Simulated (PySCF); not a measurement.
Species: C9H9B.
Numbering: `[CH:1]#[C:2][CH:3]=[C:4]=[C:5]([C:6]#[CH:7])[B:8]([CH3:9])[CH3:10]` (hydrogens: H11 on C1; H12 on C3; H13 on C7; H14, H15, H16 on C9; H17, H18, H19 on C10)

Level of theory: PySCF 2.14.0, PBE0-D3(BJ)/def2-SVP geometry optimisation, gas phase.

Question: List the bond lengths, angles and torsions at this level.

Answer: 
```tsv
bond	length (Å)
C1≡C2	1.213
C2–C3	1.424
C3=C4	1.316
C4=C5	1.323
C5–C6	1.431
C6≡C7	1.213
C5–B8	1.589
B8–C9, B8–C10	1.566
C1–H11	1.074
C3–H12	1.100
C7–H13	1.074
C9–H14 and 5 like bonds	1.103
```

Bonds in one row agree within 0.01 Å and their mean is given. A selection of angles:
```tsv
angle	degrees
C2–C1–H11	179.6
C1–C2–C3	178.6
C2–C3–C4	124.2
C2–C3–H12	117.7
C4–C3–H12	118.1
C3–C4–C5	177.1
C4–C5–C6	120.7
C4–C5–B8	118.5
C6–C5–B8	120.8
C5–C6–C7	177.3
C6–C7–H13	179.3
C5–B8–C9	117.6
C5–B8–C10	120.6
C9–B8–C10	121.8
B8–C9–H14	107.0
B8–C9–H15	112.3
B8–C9–H16	114.4
H14–C9–H15	104.8
H14–C9–H16	107.8
H15–C9–H16	110.0
B8–C10–H19	115.9
```

Dihedral angles: C4–C5–B8–C9 180° (antiperiplanar). The mirror-image conformer, all signs reversed, is as good.

Of the pairs four or more bonds apart, C4···H19 is among the closest relative to their van der Waals radii: 2.67 Å, 92 % of the sum of Bondi's values. The 3 B–C bonds span 1.566 Å (B8–C10, drawn single) to 1.589 Å (C5–B8, drawn single), a spread of 0.023 Å. B8 (three-coordinate boron) is planar (angles 121.8°, 120.6° and 117.6°, sum 360.0°, 0.00 Å off the plane of its three neighbours). The 6 C–C bonds span 1.213 Å (C1≡C2, drawn triple) to 1.431 Å (C5–C6, drawn single), a spread of 0.218 Å.

Point group: C1 (no symmetry element, even within 0.4 Å). Whether it is a minimum is left open (no frequencies).
